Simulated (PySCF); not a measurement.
**Two probes of the same atoms: core binding energy and nuclear shielding**

Species: C3H9BO.
Geometry (PBE0-D3(BJ)/def2-SVP, Å), atoms numbered from 1 in this order:
```xyz
14
C3H9BO angstrom
C     -2.1090    0.5597    0.0844
C     -0.6150    0.3207    0.2637
B      0.0605   -0.5919   -0.8298
O      1.3760   -0.8992   -0.8245
C      2.2672   -0.4318    0.1562
H     -2.6735   -0.3843    0.1397
H     -2.3279    1.0026   -0.9000
H     -2.5212    1.2353    0.8499
H     -0.4104   -0.1248    1.2574
H     -0.0682    1.2841    0.2916
H     -0.5633   -1.0775   -1.7523
H      3.2607   -0.8541   -0.0501
H      1.9589   -0.7411    1.1687
H      2.3457    0.6680    0.1411
```

Binding energies: delta-SCF UKS SCAN, pcX-2 on the ionised atom, pcseg-1 elsewhere, spin-free X2C in PySCF 2.14.0. Shieldings: GIAO PBE0/pcSseg-1, non-relativistic, same geometry.

```json
{"atom": "C1", "C 1s (eV)": "290.54"}
{"atom": "C2", "C 1s (eV)": "290.15"}
{"atom": "C5", "C 1s (eV)": "292.50"}
```

What are the absolute isotropic shieldings of these atoms?

```tsv
atom	environment	C 1s (eV)	isotropic shielding (ppm)
C2	sp3 carbon bound to boron	290.15	171.3
C1	methyl carbon	290.54	173.4
C5	methoxy carbon	292.50	131.0
```

Among the listed atoms, is the one with the highest binding energy also the least shielded?

Yes: C5 has both (292.50 eV, 131.0 ppm).

By binding energy: C2 < C1 < C5. By shielding: C5 < C2 < C1.

One conformer (not necessarily the lowest) at the PBE0-D3(BJ)/def2-SVP geometry, without solvent, vibrations or thermal averaging.
